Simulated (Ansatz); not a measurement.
`FB([SiH3])Br` and `OCB(F)Br` differ in one atom or group.

Ansatz, PBE0-D4/def2-TZVP geometries, multiplicity 1. Each molecule was computed in one conformer, which needn't be the lowest.

Scalar relativity is left out up to krypton.

```json
{"property": "HOMO energy (ωB97M-V/def2-TZVPP) / eV", "`FB([SiH3])Br`": "-10.51"}
{"property": "HOMO–LUMO gap (ωB97M-V/def2-TZVPP) / eV", "`FB([SiH3])Br`": "10.71"}
{"property": "HOMO–LUMO gap (B3LYP/def2-TZVPP) / eV", "`FB([SiH3])Br`": "6.14"}
{"property": "LUMO energy (PBE0/def2-TZVPP) / eV", "`FB([SiH3])Br`": "-1.84"}
{"property": "LUMO energy (ωB97M-V/def2-TZVPP) / eV", "`FB([SiH3])Br`": "0.19"}
{"property": "LUMO energy (PBE/def2-TZVPP) / eV", "`FB([SiH3])Br`": "-2.75"}
```

Question: What does the change do to each property? (An estimate is asked.)

Answer: Computed: 
| property | `OCB(F)Br` | shift |
| --- | --- | --- |
| HOMO energy (ωB97M-V/def2-TZVPP) / eV | -10.72 | -0.21 |
| HOMO–LUMO gap (ωB97M-V/def2-TZVPP) / eV | 11.80 | 1.09 |
| HOMO–LUMO gap (B3LYP/def2-TZVPP) / eV | 6.76 | 0.62 |
| LUMO energy (PBE0/def2-TZVPP) / eV | -1.01 | 0.83 |
| LUMO energy (ωB97M-V/def2-TZVPP) / eV | 1.09 | 0.90 |
| LUMO energy (PBE/def2-TZVPP) / eV | -1.98 | 0.77 |

With PBE0 the HOMO rises by 0.12 eV and the LUMO rises by 0.83 eV, so the gap widens by about 0.71 eV. PBE moves the HOMO by 0.62 eV and ωB97M-V by -0.21 eV.

B3LYP here is the variant with VWN-RPA as its local correlation; programs differ in this.

Spin–orbit coupling is left out; it splits and shifts lone-pair levels of the heavy atoms by tenths of an eV.
